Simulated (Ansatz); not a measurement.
Start from `FC[NH][SnH3]` and change one atom or group to get `FC[NH][AlH2]`.

Ansatz, PBE0-D4/def2-TZVP geometries, multiplicity 1. Each molecule was computed in one conformer, which needn't be the lowest.

Elements past krypton have def2 core potentials.

```tsv
property	`FC[NH][SnH3]`
size of the dipole moment (B3LYP/def2-TZVPP) / D	1.50
HOMO–LUMO gap (PBE0/def2-TZVPP) / eV	7.30
HOMO–LUMO gap (PBE/def2-TZVPP) / eV	5.14
HOMO energy (B3LYP/def2-TZVPP) / eV	-7.26
LUMO energy (ωB97M-V/def2-TZVPP) / eV	1.22
HOMO energy (ωB97M-V/def2-TZVPP) / eV	-9.81
```

(1) What does the change do to each property? (An estimate is asked.)

Answers

(1) Ansatz gave: 
```csv
property,`FC[NH][AlH2]`,shift
size of the dipole moment (B3LYP/def2-TZVPP) / D,1.75,0.25
HOMO–LUMO gap (PBE0/def2-TZVPP) / eV,6.90,-0.40
HOMO–LUMO gap (PBE/def2-TZVPP) / eV,4.80,-0.34
HOMO energy (B3LYP/def2-TZVPP) / eV,-7.69,-0.43
LUMO energy (ωB97M-V/def2-TZVPP) / eV,0.57,-0.65
HOMO energy (ωB97M-V/def2-TZVPP) / eV,-10.29,-0.48
```

With PBE0 the HOMO falls by 0.43 eV and the LUMO falls by 0.84 eV, so the gap narrows by about 0.41 eV. PBE moves the HOMO by -0.50 eV and ωB97M-V by -0.48 eV. Dipoles are sizes alone; their direction can turn.

B3LYP here is the variant with VWN-RPA as its local correlation; programs differ in this.
